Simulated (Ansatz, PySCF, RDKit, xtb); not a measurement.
Pair of molecules: HF (SMILES F) (first 2 atoms) with CH4O (SMILES CO); geometry from B3LYP-D3(BJ)/def2-TZVP, rigid monomers moved along the line of their centres of mass till H2···O4 is 2.95 Å.
(charge 0, multiplicity 1):
```tsv
atom	x (Å)	y (Å)	z (Å)
F	0.0851	0.0129	0.2358
H	-0.2159	-0.0603	1.1336
C	0.4696	0.4311	4.8274
O	-0.5998	-0.1286	4.0536
H	0.1979	0.4833	5.8835
H	0.6286	1.4382	4.4496
H	1.3913	-0.1428	4.7084
H	-0.7748	-1.0285	4.3490
```

| level | interaction energy (meV) | minus MP2/CBS(aug-cc-pVDZ, aug-cc-pVTZ) + ΔCCSD(T)/aug-cc-pVDZ | cost |
|---|---|---|---|
| UFF | -10.6 | 124.9 | - |
| GFN-FF | -126.4 | 9.1 | - |
| GFN1-xTB | -98.7 | 36.8 | - |
| GFN2-xTB | -130.4 | 5.0 | - |
| HF/STO-3G (no counterpoise) | -58.5 | 76.9 | - |
| HF/6-31G* | -141.8 | -6.3 | - |
| PBE-D4/def2-TZVPPD | -138.5 | -3.1 | ×1 |
| BP86/6-31G* (no counterpoise) | -146.8 | -11.4 | - |
| r2SCAN-D4/def2-TZVPPD | -134.5 | 0.9 | ×2 |
| B3LYP/3-21G (no counterpoise) | -168.1 | -32.7 | - |
| B3LYP/6-31G* | -130.1 | 5.3 | - |
| B3LYP/6-311+G** (no counterpoise) | -150.4 | -15.0 | - |
| B3LYP/def2-TZVPPD | -125.0 | 10.4 | ×1 |
| B3LYP-D4/def2-TZVPPD | -134.4 | 1.1 | ×1 |
| PBE0-D4/def2-TZVPPD | -138.2 | -2.8 | ×1 |
| M06-2X/6-31G* (no counterpoise) | -162.8 | -27.3 | - |
| MP2/6-31G* | -140.2 | -4.8 | - |
| MP2/6-31G* (no counterpoise) | -171.2 | -35.7 | - |
| CCSD(T)/aug-cc-pVDZ | -133.1 | 2.4 | ×6 |
| MP2/CBS(aug-cc-pVDZ, aug-cc-pVTZ) + ΔCCSD(T)/aug-cc-pVDZ | -135.5 | 0.0 | ×9 |

 The comparison column counts from a level with limits of its own.

The rows run from -171.2 (MP2/6-31G* (no counterpoise)) to -10.6 meV (UFF). The dispersion term adds -9.4 in B3LYP-D4.

Monomers are frozen at their geometry in the pair; levels with a basis set take the counterpoise correction. Rows marked so take none. RDKit's UFF carries no charges.

Correlated levels freeze the cores. CBS: X⁻³ extrapolation of the correlation energy, Hartree–Fock from the larger set. Rows in 3-21G, 6-311+G**, 6-31G*, STO-3G carry no dispersion term and start afresh at each structure (6-31G* with six Cartesian d functions). MP2/6-31G* freezes PySCF's default core.

Programs: Ansatz (a first-principles code); PySCF for 3-21G rows, 6-311+G** rows, 6-31G* rows, STO-3G rows, the dispersion terms; RDKit for the force fields; xtb for the GFN methods. Values without a source in brackets are computed.

Costs are rough ratios of core time to PBE/def2-TZVPPD (about 4 s over the structures, on one shared machine); a dash marks a level with no comparable run of its own.
